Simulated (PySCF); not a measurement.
Compound: C7H7OS (charge +1).
Numbering: `[CH:1]1=[C:2]([c:3]2[cH:4][o:5][cH+:6][s:7]2)[CH2:8][CH2:9]1` (hydrogens: H10 on C1; H11 on C4; H12 on C6; H13, H14 on C8; H15, H16 on C9)

Cartesian coordinates in Å at the GFN2-xTB level; atoms count from 1:
```
atom  x, y, z in Å
C1    -1.363   -1.182    0.335
C2    -0.473   -0.188    0.108
C3     0.902   -0.142   -0.228
C4     1.692    0.968   -0.420
O5     2.957    0.702   -0.722
C6     3.224   -0.558   -0.783
S7     1.904   -1.563   -0.465
C8    -1.486    0.906    0.354
C9    -2.488   -0.247    0.614
H10   -1.304   -2.256    0.325
H11    1.406    2.003   -0.355
H12    4.222   -0.885   -1.020
H13   -1.281    1.538    1.214
H14   -1.714    1.524   -0.510
H15   -2.885   -0.301    1.626
H16   -3.321   -0.311   -0.084
```

Structure optimised with GFN2-xTB, isolated species.

Take the most abundant isotopes and a rigid rotor. The values belong to one conformer with, in the numbering `[CH:1]1=[C:2]([c:3]2[cH:4][o:5][cH+:6][s:7]2)[CH2:8][CH2:9]1`, C1–C2–C3–C4 -179°.

Give the principal moments of inertia and the rotational constants in cm⁻¹.

Ia = 132.61, Ib = 554.48, Ic = 680.77 u·Å²; 505379 MHz·u·Å²/I gives 3811, 911.4 and 742.4 MHz, that is A = 0.12712, B = 0.03040, C = 0.02476 cm⁻¹.

Classify the top.

An asymmetric top. Ray's parameter κ = (2B − A − C)/(A − C) = -0.890; −1 is the prolate and +1 the oblate limit.

What does the inertial defect say?

Not planar: Δ = Ic − Ia − Ib = -6.33 u·Å². For a rigid frame Δ = −2 Σ m c², so Σ m c² = 3.16 u·Å² lies off the ab plane, practically all of it from hydrogen. The atom farthest from that plane is 0.90 Å away.

List the rotational levels J(Ka,Kc) to J = 5 (cm⁻¹).

Above 0(0,0):
J = 1: 1(0,1) 0.0552, 1(1,1) 0.1519, 1(1,0) 0.1575
J = 2: 2(0,2) 0.1653, 2(1,2) 0.2566, 2(1,1) 0.2735, 2(2,1) 0.5636, 2(2,0) 0.5639
J = 3: 3(0,3) 0.3298, 3(1,3) 0.4135, 3(1,2) 0.4473, 3(2,2) 0.7291, 3(2,1) 0.7303, 3(3,1) 1.2270, 3(3,0) 1.2270
J = 4: 4(0,4) 0.5481, 4(1,4) 0.6224, 4(1,3) 0.6787, 4(2,3) 0.9496, 4(2,2) 0.9532, 4(3,2) 1.4481, 4(3,1) 1.4481, 4(4,1) 2.1444, 4(4,0) 2.1444
J = 5: 5(0,5) 0.8192, 5(1,5) 0.8831, 5(1,4) 0.9675, 5(2,4) 1.2249, 5(2,3) 1.2331, 5(3,3) 1.7247, 5(3,2) 1.7249, 5(4,2) 2.4208, 5(4,1) 2.4208, 5(5,1) 3.3161, 5(5,0) 3.3161
The levels of one J sum to (2J + 1)J(J + 1)(A + B + C)/3.

Whether it is a minimum is left open (no frequencies). Constants of a rigid frame at the computed geometry: no zero-point averaging, no centrifugal distortion.
